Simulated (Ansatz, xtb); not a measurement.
# A geometry optimisation of B2F2H2 with r2SCAN-D4/def2-SVP

The starting geometry of this gas-phase singlet was built from a drawn formula by distance geometry; its bonds are those of `F[B+][BH2-]F`.

| atom | x (Å) | y (Å) | z (Å) |
| --- | --- | --- | --- |
| B | 0.4678 | 1.3020 | 0.0055 |
| B | -0.0638 | 1.5441 | 1.6259 |
| F | 0.9708 | 1.0155 | -1.4511 |
| F | 0.9864 | 1.1368 | 2.4281 |
| H | -0.9057 | 0.7236 | 1.7147 |
| H | -0.4876 | 2.6459 | 1.8201 |

Q: Predict what becomes of its bonds when it is optimised with r2SCAN-D4/def2-SVP.

A: It rearranges to `FBBF`. Distances that change by over a tenth: B1–F3 (1.57 → 1.33 Å). Contacts that open: B2–H5 (1.18 → 2.59 Å). Contacts that close: B1–H5 (2.27 → 1.22 Å).

The energy falls by 2.78 eV over 28 steps:

| step | E − E(last) (eV) |
| --- | --- |
| 1 | 2.780 |
| 4 | 1.068 |
| 7 | 0.899 |
| 10 | 0.856 |
| 13 | 0.813 |
| 16 | 0.481 |
| 19 | 0.128 |
| 22 | 0.003 |
| 25 | 0.000 |
| 28 | 0.000 |

Final geometry (Å):

```xyz
6

B    -0.0127    0.9455    0.3134
B     0.3005    1.8501    1.7380
F     0.6954    1.1501   -0.7942
F     1.1026    1.3732    2.6863
H    -0.9042    0.1199    0.2257
H    -0.2138    2.9290    1.9741
```

From the same start GFN2-xTB reaches the same bonding as this run.

No frequencies were run, so the end isn't proven a minimum. Run with Ansatz 0.2.0, 44 s on 1 thread of Intel(R) Xeon(R) Platinum 8259CL CPU @ 2.50GHz (Skylake/Cascade Lake), on a shared host.
